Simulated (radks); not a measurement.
Fractional charge and spin in the 4s shell of germanium: the spin-up occupation runs from 0 to 1 and the spin-down occupation from 0 to 1; the fullest corner is Ge, [Ar] 3d10 4p(up 1, down 1) 4s(up 1, down 1). All-electron calculation, scalar-relativistic Kohn-Sham, PBEsol, spin-polarised, spherical densities, finite nucleus; Fermi nuclear charge, rms radius of each element as measured or else 0.836 A^(1/3) + 0.57 fm. Program: a radial shooting solver on a logarithmic mesh with Libxc functionals. Energy (eV) minus the two flat planes that join the four corners (they meet along the diagonal where the two added fractions sum to one electron); zero is where a piecewise linear energy would lie.

down \ up,0,0.25,0.5,0.75,1
0,0.000,-0.918,-1.218,-0.909,0.000
0.25,-0.918,-1.139,-0.757,0.218,-0.806
0.5,-1.218,-0.757,0.291,-0.667,-1.064
0.75,-0.909,0.218,-0.667,-0.997,-0.789
1,0.000,-0.806,-1.064,-0.789,0.000

Corners above the fullest one (they belong to Ge+ and the next ion): (up 1, down 0) 15.892 eV, (up 0, down 1) 15.892 eV, (up 0, down 0) 42.107 eV. With half an added electron in each spin the energy lies 0.291 eV from the planes, and with half an added electron in spin up alone -1.218 eV. The planes are only a guide here: the flat-plane condition holds for ground states with one frontier orbital, while this shell lies below other occupied shells, so the corners above the fullest one are inner-hole states and not the ground states of those ions.
